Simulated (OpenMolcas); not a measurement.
Computed levels of 5d³ in ions with 71 electrons, in cm-1 above ⁴F_3/2.

```yaml
Program: OpenMolcas
Method: SS-CASPT2, IPEA 0.25 Eh, imaginary shift 0.1 Eh
Basis: ANO-R2
Scalar_Hamiltonian: X2C, finite nucleus
Spin-orbit_coupling: state interaction with AMFI integrals over the reference wave functions, term energies averaged over their components
```

Active space for each ion: 3 electrons in 5 orbitals (5d); closed shells correlated by CASPT2: 5s 5p.

```json
{"Level": "⁴F_5/2", "Re4+": "4950", "Os5+": "6470", "Pt7+": "10110"}
{"Level": "⁴F_7/2", "Re4+": "9180", "Os5+": "11590", "Pt7+": "17100"}
{"Level": "⁴P_1/2", "Re4+": "15310", "Os5+": "17500", "Pt7+": "22800"}
{"Level": "²G_7/2", "Re4+": "19610", "Os5+": "23310", "Pt7+": "31970"}
{"Level": "²H_9/2", "Re4+": "20430", "Os5+": "24360", "Pt7+": "33620"}
{"Level": "⁴P_5/2", "Re4+": "21570", "Os5+": "25260", "Pt7+": "33760"}
{"Level": "²P_1/2", "Re4+": "25660", "Os5+": "30320", "Pt7+": "41130"}
{"Level": "²H_11/2", "Re4+": "27570", "Os5+": "32500", "Pt7+": "43630"}
{"Level": "²D_5/2(1)", "Re4+": "29790", "Os5+": "35190", "Pt7+": "47150"}
```

Question: Estimate ⁴F_7/2, ⁴P_1/2, ²G_7/2 for Ir6+ from its neighbours Os5+ and Pt7+.

Answer: ⁴F_7/2 is fine structure, which grows about as the fourth power of a screened charge, so the fourth roots are averaged: ((11590^0.25 + 17100^0.25) / 2)^4 = 14145. The calculation gives 14180, so the estimate is off by -0.2 %.
⁴P_1/2 is another term, which grows about linearly with the charge: (17500 + 22800) / 2 = 20150. The calculation gives 20130, so the estimate is off by +0.1 %.
²G_7/2 is another term, which grows about linearly with the charge: (23310 + 31970) / 2 = 27640. The calculation gives 27480, so the estimate is off by +0.6 %.

Mixed levels, with the weight of the term that names them: Re4+ ⁴P_1/2 (73 %), Re4+ ²H_9/2 (57 %), Re4+ ²P_1/2 (73 %), Os5+ ⁴P_1/2 (72 %), Os5+ ²H_9/2 (57 %), Os5+ ²P_1/2 (72 %), Ir6+ ⁴P_1/2 (72 %), Ir6+ ²H_9/2 (56 %), Ir6+ ²P_1/2 (72 %), Pt7+ ⁴P_1/2 (71 %), Pt7+ ²G_7/2 (74 %), Pt7+ ²H_9/2 (54 %), Pt7+ ²P_1/2 (71 %).

Term energies are means over components that CASPT2 splits; among the terms shown or strongly mixed into the levels shown the widest spread is 970 cm-1 (5d³ ²H, Os5+). The CASPT2 spread within a term exceeds the gap to the next term for 5d³ ²P and 5d³ ²H, so the order of their levels is uncertain. Only configurations of the active space appear.

A number in round brackets counts repeated terms of one configuration in the order of the reference energies.
